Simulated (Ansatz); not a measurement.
Reaction (SMILES): C=CCCC(C)C [5-methylhex-1-ene] -> [CH2]C(C)CCC=C + H atom (the C-H bond at the site shown breaks; other sites are not compared here)
Geometries: B3LYP-D3(BJ)/def2-TZVP minima from Ansatz (a first-principles code), one conformer each, not searched for the lowest. Frequencies are from Ansatz.

Quantity: bond dissociation energy (0 K, with B3LYP-D3(BJ) harmonic zero-point energies), in eV. Correlated levels leave the core frozen unless marked. UHF or UKS for open shells. No spin-orbit coupling. No relativistic terms. CBS(X,Y): correlation extrapolated as X^-3; Hartree-Fock from the larger set. The bracket is a focal-point correction in the basis named.

```
level                            program  bond dissociation energy (eV)
------------------------  --------------  -----------------------------
HF/STO-3G                         Ansatz                           4.37
PBE/def2-TZVPD                    Ansatz                           4.15
BLYP-D3(BJ)/def2-TZVPD    Ansatz + dftd3                           4.18
revPBE-D3(BJ)/def2-TZVPD  Ansatz + dftd3                           4.11
```

Q: What does RI-MP2/CBS(cc-pVTZ,cc-pVQZ)+[CCSD(T)-MP2]/cc-pVTZ (Ansatz) give?

A: 4.36 eV, so revPBE-D3(BJ)/def2-TZVPD differs from it by -0.25 eV.
